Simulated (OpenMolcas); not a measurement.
**Tm3+: effect of the basis set**

```json
{"Program": "OpenMolcas", "Method": "SS-CASPT2, IPEA 0.25 Eh, imaginary shift 0.1 Eh (closed shells correlated: 5s 5p)", "Active space": "12 electrons in 7 orbitals (4f)", "State averaging": "2S+1 = 3 even, 21 roots; 2S+1 = 1 even, 28 roots (27 in the spin-orbit step)", "Spin-orbit coupling": "RASSI with atomic mean-field integrals over the reference wave functions, term energies averaged over their components"}
```

A. ANO-R1 [7s5p3d2f], X2C, finite nucleus; CASPT2 step about 13 core-seconds
B. ANO-RCC-VDZP [7s6p4d2f1g], DKH2, point nucleus; CASPT2 step of the order of 15 core-seconds
C. ANO-R2 [8s6p4d3f1g], X2C, finite nucleus; CASPT2 step of the order of 17 core-seconds
D. ANO-RCC-VTZP [8s7p5d3f2g1h], DKH2, point nucleus; CASPT2 step about 40 core-seconds
E. ANO-RCC-VQZP [9s8p6d4f3g2h], DKH2, point nucleus; CASPT2 step about 80 core-seconds
F. ANO-R3 [9s8p5d5f3g2h], X2C, finite nucleus; CASPT2 step about 60 core-seconds

Energies in eV above 4f12 3H6, the measured ground level; measured values from the list in Tchang-Brillet, Wyart, Meftah and Ait Mammar, Atoms 6, 52 (2018).

```tsv
Level	A	B	C	D	E	F	Measured
4f12 3H6	0.0000	0.0000	0.0000	0.0000	0.0000	0.0000	0.0000
4f12 3F4 [59 %]	0.783	0.733	0.729	0.699	0.696	0.689	0.6985
4f12 3H5	1.033	1.043	1.029	1.032	1.036	1.033	1.0187
4f12 3H4 [59 %]	1.616	1.606	1.587	1.577	1.579	1.573	1.5557
4f12 3F3	1.908	1.855	1.837	1.799	1.792	1.773	1.7867
4f12 3F2	2.059	1.989	1.971	1.918	1.905	1.882	1.8709
4f12 1G4 [57 %]	2.717	2.708	2.676	2.667	2.679	2.678	2.6253
4f12 1I6	4.917	4.880	4.849	4.751	4.713	4.640	4.3803
4f12 3P1	5.295	5.129	5.102	4.931	4.893	4.824	
4f12 3P2 [64 %]	5.426	5.277	5.240	5.092	5.059	4.997	4.7774
4f12 3P0	5.462	5.297	5.268	5.097	5.060	4.990
```

Deviations, from unrounded energies. A percentage is the sum of absolute deviations over the sum of measured energies, with the sign that they share, or ± where signs differ.

```tsv
Against measurement	Levels	A	B	C	D	E	F
mean absolute deviation (cm-1)	8	1800	1400	1200	830	760	600
fine structure of the ground term (%)	2	+2.9	+2.9	+1.6	+1.3	+1.6	+1.3
other terms of the ground configuration (%)	6	+10.4	+8.1	+7.2	+4.9	±4.4	±3.5
```

F lies closest to measurement on these levels and A furthest from it. The largest miss of F in the table is 4f12 1I6, by +2100 cm-1. The ranking rests on the paired levels alone, and a cruder setting can come out closer through cancelling errors.

The two smallest mean deviations differ by little beside CASPT2's spread within terms, so their order carries little weight.

Among A to F the level of the table that moves most is 4f12 3P0, by 3800 cm-1 (lowest in F, highest in A). Moves below CASPT2's spread within the term are not significant.

CASPT2 does not keep the components of a term degenerate, so their means are used; among the terms shown or strongly mixed into the levels shown the widest spread is 1500 cm-1 (4f12 1I, E). Some high roots are left out of the spin-orbit mixing, which shifts the levels that they would mix with. The basis is small and was not contracted for so high a charge (holds for A; B). The CASPT2 spread within a term exceeds the gap to the next term for 4f12 1I and 4f12 3P, so the order of their levels is uncertain (holds for B; D; E; F). Measured partners are found by configuration, term and J. A level has none where our copy of the source lacks it or the pairing is in doubt (some pairs that miss far off the trend of their configuration count as doubtful), and it then counts in no deviation. Only configurations of the active space appear. Levels that lie high or do not pair safely by name in every column are left out.

A share in square brackets marks a mixed level and gives the weight of the term that names it, the lowest over the columns.
